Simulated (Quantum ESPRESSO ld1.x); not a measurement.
Task: Species: neutral osmium. Configuration: [Xe] 4f14 5d6 6s2. Calculated with ld1.x of Quantum ESPRESSO 7.5: Dirac Kohn-Sham, BLYP, spin-unpolarised, spherical densities, point nucleus; open shells are shared between the two j in proportion to 2j + 1.

Spin-orbit splittings of the eigenvalues, e(l+1/2) - e(l-1/2), with zeta = 2 splitting/(2l+1) and mean radii in bohr:

| shell | occ. | splitting (eV) | zeta (eV) | <r> j=l-1/2 | <r> j=l+1/2 |
|---|---|---|---|---|---|
| 2p | 6 | 1532 | 1021 | 0.06130 | 0.06949 |
| 3p | 6 | 334.0 | 222.7 | 0.1835 | 0.1986 |
| 3d | 10 | 72.35 | 28.94 | 0.1734 | 0.1781 |
| 4p | 6 | 78.51 | 52.34 | 0.4357 | 0.4693 |
| 4d | 10 | 14.54 | 5.814 | 0.4825 | 0.4938 |
| 4f | 14 | 2.806 | 0.8016 | 0.5526 | 0.5608 |
| 5p | 6 | 12.27 | 8.183 | 1.099 | 1.201 |
| 5d | 6 | ? | ? | 1.773 | 1.859 |

Estimate the 5d splitting.

Result: 1.046 eV (zeta = 0.4186 eV).
